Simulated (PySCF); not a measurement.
Input and output

Bi(BH4)3 (singlet). PySCF 2.14.0, RKS TPSS, Bi def2-SVP with ECP60, B def2-SVP, H def2-SVP; non-relativistic Hamiltonian with scalar-relativistic core potentials where named; density fitting; no spin-orbit coupling. Purpose: all atoms moved at random, sigma 0.06 A.

```python
mol = gto.M(atom='''
Bi     0.01460    -0.02465     0.63358
B      2.40526     0.02877    -0.03022
H      3.20421     0.23602    -1.05194
H      2.59123    -0.90947     0.77910
H      1.47013    -0.29419    -0.81827
H      2.19335     1.02099     0.42135
B     -1.23242     2.03806    -0.05860
H     -1.76475     2.76622    -0.93014
H     -0.57673     2.68936     0.80688
H     -0.35482     1.42094    -0.79546
H     -2.00909     1.34963     0.46594
B     -1.20002    -2.14599    -0.03850
H     -1.52707    -2.75648    -1.00668
H     -2.11164    -1.84705     0.79054
H     -0.91744    -1.04721    -0.82403
H     -0.18480    -2.52493     0.55001''',
    basis={'Bi': 'def2-SVP', 'B': 'def2-SVP', 'H': 'def2-SVP'},
    ecp={'Bi': 'def2-SVP'},
    charge=0, spin=0)
mf = dft.RKS(mol, xc='TPSS')
mf.grids.atom_grid = (50, 194)
mf = mf.density_fit()  # fitting sets: Bi def2-universal-JKFIT, B def2-universal-JKFIT, H def2-universal-JKFIT
mf.conv_tol = 1e-08; mf.max_cycle = 55
mf.kernel(dm0)  # dm0: converged density of the relaxed state
mf.nuc_grad_method().kernel()
```

Run from Python with OMP_NUM_THREADS=2; the lines above give its settings. Where DIIS fails, smearing, a level shift and second-order steps follow.
It took 9.1 s on 2 threads of Arm Neoverse V2, with other jobs on the host, from an already converged density.

Q: Where do the frontier levels lie, over both spins?

A: HOMO -7.67 eV, LUMO -3.09 eV. 

Q: What are the Mulliken charges and spins?

A: 
```json
{"atom": "Bi1", "charge (e)": "0.665", "spin (e)": "0.000"}
{"atom": "B2", "charge (e)": "-0.286", "spin (e)": "0.000"}
{"atom": "H3", "charge (e)": "0.027", "spin (e)": "0.000"}
{"atom": "H4", "charge (e)": "0.002", "spin (e)": "0.000"}
{"atom": "H5", "charge (e)": "0.019", "spin (e)": "0.000"}
{"atom": "H6", "charge (e)": "0.015", "spin (e)": "0.000"}
{"atom": "B7", "charge (e)": "-0.288", "spin (e)": "0.000"}
{"atom": "H8", "charge (e)": "0.033", "spin (e)": "0.000"}
{"atom": "H9", "charge (e)": "0.003", "spin (e)": "0.000"}
{"atom": "H10", "charge (e)": "0.012", "spin (e)": "0.000"}
{"atom": "H11", "charge (e)": "-0.001", "spin (e)": "0.000"}
{"atom": "B12", "charge (e)": "-0.245", "spin (e)": "0.000"}
{"atom": "H13", "charge (e)": "0.028", "spin (e)": "0.000"}
{"atom": "H14", "charge (e)": "0.009", "spin (e)": "0.000"}
{"atom": "H15", "charge (e)": "0.018", "spin (e)": "0.000"}
{"atom": "H16", "charge (e)": "-0.012", "spin (e)": "0.000"}
```

Q: What forces act on the atoms (eV/Å)?

A: 
```
Bi  -0.12  0.13  0.39
B    1.83 -2.73 -1.99
H   -0.82 -0.49  1.31
H    0.11  0.49 -0.51
H   -0.41 -0.26 -0.44
H   -0.48  2.99  1.52
B    1.22  2.24 -0.30
H    0.39 -0.59  0.38
H   -0.30 -0.41 -0.55
H   -0.19  0.01 -0.15
H   -1.15 -1.18  0.55
B   -0.54  0.78  0.75
H   -0.08 -0.47 -0.37
H    0.62 -0.03 -0.71
H   -0.15 -0.48  0.35
H    0.10 -0.02 -0.25
```
Forces carry noise of the integration grid, about 0.01 to 0.03 eV/Å.

Q: How does its energy compare with the relaxed singlet of charge +0 in vacuum?

A: It lies 0.525 eV higher.
